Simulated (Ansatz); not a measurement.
`C[NH][GeH2][F]` + `C[SeH]` → `C[Se][GeH2][F]` + CH₃NH₂ at 400 K and 1 bar (ligand exchange at a Ge–N bond).

Computed with Ansatz on PBE0-D4/def2-TZVP structures; ΔE is electronic, products minus reactants. CCSD(T)/CBS adds triple-zeta CCSD(T) − MP2 to the extrapolated MP2 energy (def2 sets, frozen cores). For Ge, Se outer-core shells are correlated without core-valence functions, which leaves a few kJ/mol of doubt a bond. Scalar relativity is left out up to krypton. Each species was taken in one conformer, which may not be the lowest.

```tsv
species	CCSD(T)/CBS energy (Eh)	H − E (kJ/mol)	S (J/(mol·K))
`C[NH][GeH2][F]`	-2272.30685	220.5	362.1
`C[SeH]`	-2441.15625	135.4	284.5
`C[Se][GeH2][F]`	-4617.72550	179.7	394.0
CH₃NH₂	-95.75281	185.4	256.0
```

H − E and S are ideal-gas, rigid-rotor, harmonic terms from PBE0-D4/def2-TZVP, for one conformer and one mirror image of each species. 1 Eh = 2625.50 kJ/mol, R = 8.31446 J/(mol·K).

**Question.** By hand: ΔE, ΔH, ΔS and ΔG.

**Answer.** ΔE = (-4617.72550) + (-95.75281) − (-2272.30685) − (-2441.15625) = -0.01521 Eh = -39.9 kJ/mol. Δ(H − E) = 179.7 + 185.4 − 220.5 − 135.4 = 9.2, so ΔH = -30.7 kJ/mol. ΔS = 394.0 + 256.0 − 362.1 − 284.5 = 3.4 J/(mol·K). ΔG = -30.7 − 400 × (3.4)/1000 = -32.1 kJ/mol.

**Question.** By hand: the equilibrium constant, and the temperature at which ΔG would vanish if ΔH and ΔS stayed fixed.

**Answer.** log₁₀ K = −ΔG/(RT ln 10) = 4.2. ΔH and −TΔS have one sign here, so there is no such temperature.

The number of gas molecules stays the same, so ΔS is small and ΔH decides. A doubt of 5 kJ/mol in ΔE shifts log₁₀ K by 0.7 here. Other conformers and mirror images would add mixing entropy, several J/(mol·K) or more a flexible species. Modes under 60 cm⁻¹, often nearly free rotors, make the harmonic entropy too high. These are equilibria of isolated gas molecules and say nothing of rates. Largest T1 diagnostic: 0.011 (customary marks: 0.02 for closed shells, 0.045 for open ones).

ΔS is within the doubt of such terms, so its sign, and with it that verdict, could turn.
